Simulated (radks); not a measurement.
Values are calculated unless marked as measured or tabulated.
The bromine ion Br2+, 33 electrons, occupied as [Ar] 3d10 4s2 4p3. Code: a radial shooting solver on a logarithmic mesh with Libxc functionals. Model: Dirac Kohn-Sham, BP86, spin-unpolarised, spherical densities, finite nucleus; open shells are shared between the two j in proportion to 2j + 1; Fermi nuclear charge, rms radius 4.1629 fm.

Normalised radial functions P(r) = r R(r) (large component), r in bohr:

```
   r/bohr * 4s1/2 (the largest magnitude, 0.903, reaches the edge; | marks zero)
 0.004715                             | *
 0.005402                             |  *
 0.006139                             |  *
 0.007034                             |  *
 0.008059                             |  *
 0.009159                             |   *
  0.01049                             |   *
  0.01193                             |   *
  0.01366                             |    *
  0.01565                             |    *
  0.01779                             |    *
  0.02038                             |    *
  0.02317                             |    *
  0.02654                             |    *
  0.03041                             |   *
  0.03456                             |   *
   0.0396                             |  *
    0.045                             | *
  0.05156                             |*
   0.0586                            *|
  0.06714                           * |
  0.07692                         *   |
  0.08742                       *     |
   0.1002                      *      |
   0.1138                     *       |
   0.1304                     *       |
   0.1494                     *       |
   0.1698                       *     |
   0.1946                         *   |
   0.2211                             *
   0.2533                             |   *
   0.2879                             |       *
   0.3299                             |          *
   0.3779                             |            *
   0.4296                             |            *
   0.4921                             |           *
   0.5593                             |       *
   0.6408                             | *
   0.7342                        *    |
   0.8344                 *           |
    0.956           *                 |
    1.087      *                      |
    1.245   *                         |
    1.426  *                          |
    1.621   *                         |
    1.857       *                     |
    2.111           *                 |
    2.418                *            |
    2.748                    *        |
    3.149                       *     |
    3.607                          *  |
      4.1                            *|
    4.697                            *|
    5.339                             *
    6.116                             *
```

4s1/2: eigenvalue -41.980 eV, 3 radial nodes at r = 0.0548, 0.224, 0.669 bohr, <r> = 1.59 bohr, 90 % of the charge inside 2.34 bohr.
